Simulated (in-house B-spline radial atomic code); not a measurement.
## Rb8+: [He] 2s2 (2p1/2)2 (2p3/2)3 3s2 3p6 3d10 4s2 (with a hole in an inner shell)

Level of theory: Dirac-Hartree-Fock, average of the jj configuration, Fermi nucleus of rms radius 4.2036 fm; calculated with a radial B-spline atomic code at the basis-set limit.

Effective charges: Z_r = [3n² - l(l+1)]/(2<r>) from the radius, Z_e = n√(-2ε) from the energy, and Slater's rules. Values are occupation-weighted means over j. An effective charge above Z reflects the relativistic contraction of the inner shells.

| shell | electrons | ε (eV) | <r> (bohr) | Z_r | Z_e | Slater |
| --- | --- | --- | --- | --- | --- | --- |
| 1s | 2 | -15559 | 0.04024 | 37.27 | 33.82 | 36.70 |
| 2s | 2 | -2308.4 | 0.1757 | 34.15 | 26.05 | 33.20 |
| 2p | 5 | -2086.7 | 0.1537 | 32.53 | 24.77 | 33.20 |
| 3s | 2 | -496.03 | 0.4949 | 27.28 | 18.11 | 26.60 |
| 3p | 6 | -414.64 | 0.4994 | 25.03 | 16.56 | 26.60 |
| 3d | 10 | -280.78 | 0.4889 | 21.48 | 13.63 | 16.85 |
| 4s | 2 | -154.4 | 1.23 | 19.51 | 13.48 | 12.35 |

The least bound orbital is 4s1/2 at -154.4 eV, and it is also the most diffuse (<r> = 1.23 bohr). The part-filled 2p shell lies below the filled 4s shell in orbital energy.

For the 1s electron the small component carries 1.81 % of the norm, the zero-frequency Breit interaction raises the level by 25.35 eV, self-energy by 13.76 eV, and vacuum polarisation lowers it by 1.457 eV.
